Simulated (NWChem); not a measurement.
## Correlation energy of isocyanic acid (CHNO)

SMILES: N=C=O
```xyz
4

N      1.1600    -0.0732     0.0000
C     -0.0468     0.0195     0.0000
O     -1.2104    -0.0341     0.0000
H      1.8440     0.6681     0.0000
```
Charge 0, spin multiplicity 1.

Program: NWChem. Structure: optimised with PBE0/def2-SVP, a minimum by its harmonic frequencies.

Basis set: STO-3G. Each correlation energy counts from its own Hartree-Fock reference.

The correlated methods keep 3 core orbitals frozen. Coupled-cluster values serve here as a point of comparison, not as the truth.

Problem. Order these methods by the correlation energy they give, lowest first: MP2, SCS-MP2, CR-CCSD[T], CR-CCSD(T), CCSD.

Solution. CR-CCSD[T] (-214.9 mHa), CR-CCSD(T) (-212.5 mHa), CCSD (-198.8 mHa), MP2 (-196.6 mHa), SCS-MP2 (-192.6 mHa)
